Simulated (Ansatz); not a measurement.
Basis-set extrapolation for C4H6OSi (`C=C1OC=C[SiH2]1`) (PBE0-D4/def2-TZVP geometry, frozen core, Ansatz). Multiplicity 1, RHF reference.

```json
{"": "HF", "def2-TZVPP": "-518.813197", "def2-QZVPP": "-518.832248"}
{"": "MP2 correlation", "def2-TZVPP": "-0.978958", "def2-QZVPP": "-1.046935"}
{"": "CCSD(T) correlation", "def2-TZVPP": "-1.067423", "def2-QZVPP": "not run"}
```

Energies in hartree. Use E(X) = E(∞) + A·exp(−7.88·√X) for Hartree–Fock and E(X) = E(∞) + B·X^(−2.97) for correlation, with X = 3 and 4, and add CCSD(T) minus MP2 of the smaller set to the MP2 limit.

What is the CCSD(T) energy at the basis-set limit?

HF limit: -518.832248 + (-0.019051) × 0.13774 = -518.83487. MP2 limit: -1.046935 + (-0.067977) × 0.74074 = -1.09729. Higher-order term: -1.067423 − (-0.978958) = -0.08847. Total: -520.02063 hartree, 367.6 kJ/mol below CCSD(T)/def2-TZVPP.
